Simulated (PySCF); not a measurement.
# How methods differ on the excitation energy of Mg

Mg [Ne] 3s2 (1S) → Mg [Ne] 3s1 3p1 (3P), as a difference of total energies. All numbers are calculated (PySCF 2.14, no relativity, point nucleus, in dyall-av3z). Correlated levels: valence: [Ne] frozen; virtual orbitals above 40 to 60 times the deepest correlated orbital energy dropped. The calculations carry no spin-orbit coupling.

Task: Order these methods by the excitation energy they give, lowest first.
A. wB97X-V
B. SCS-MP2 (valence)
C. UHF
D. r2SCAN

Result: C (14435 cm⁻¹), D (19121 cm⁻¹), B (20606 cm⁻¹), A (21194 cm⁻¹).

Errors of the correlated levels include the incompleteness of this basis and the frozen core.

For comparison: 21891 cm⁻¹ (measured; NIST levels, between the centres of gravity of the two terms).
